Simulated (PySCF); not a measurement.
C4H6O3, SMILES CC1(C=O)OCO1.

Geometry: B3LYP-D3(BJ)/def2-SVP. This is a generated structure with no PubChem entry under its InChIKey; it may be hypothetical. Other conformers were not sampled.

Two levels are set side by side: PBE/def2-TZVP (PySCF) and B3LYP/def2-TZVP (PySCF). Same geometry, gas phase. Differences are taken from unrounded values.

| quantity | B3LYP |
|---|---|
| orbital gap (eV) | 5.28 |
| highest occupied level (eV) | -7.10 |
| lowest empty level (eV) | -1.81 |
| dipole moment (D) | 2.29 |
| mean polarisability (bohr³) | 55.4 |

### Question
What does PBE give, and how far is it from B3LYP? (An estimate is asked for; the answer gives what the named calculation found.)

### Answer

```
quantity                       PBE  PBE minus B3LYP
---------------------------  -----  ---------------
orbital gap (eV)              3.03            -2.25
highest occupied level (eV)  -5.74             1.36
lowest empty level (eV)      -2.71            -0.90
dipole moment (D)             2.17            -0.12
mean polarisability (bohr³)   57.6              2.2
```

Without exact exchange PBE keeps part of each electron's self-repulsion, which lifts occupied levels and narrows the gap. Loosely held outer electrons make PBE densities more polarisable. Differences between two approximate levels are no errors against the true value.

Rough cost on one machine, each run with all the roots and properties that it gave: B3LYP against PBE within a factor of 2.
